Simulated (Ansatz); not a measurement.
Basis-set extrapolation for C2H6SSi (`C[Si]SC`) (PBE0-D4/def2-TZVP geometry, frozen core, the Gaussian-basis code of Ansatz). Multiplicity 1, RHF reference.

```tsv
	def2-TZVPP	def2-QZVPP
HF	-765.731449	-765.755010
MP2 correlation	-0.636221	-0.682537
CCSD(T) correlation	-0.720566	not run
```

Energies in hartree. Use E(X) = E(∞) + A·exp(−7.88·√X) for Hartree–Fock and E(X) = E(∞) + B·X^(−2.97) for correlation, with X = 3 and 4, and add CCSD(T) minus MP2 of the smaller set to the MP2 limit.

Q: What is the CCSD(T) energy at the basis-set limit?

A: HF limit: -765.755010 + (-0.023561) × 0.13774 = -765.75826. MP2 limit: -0.682537 + (-0.046316) × 0.74074 = -0.71685. Higher-order term: -0.720566 − (-0.636221) = -0.08435. Total: -766.55946 hartree, 67.4 kcal/mol below CCSD(T)/def2-TZVPP.
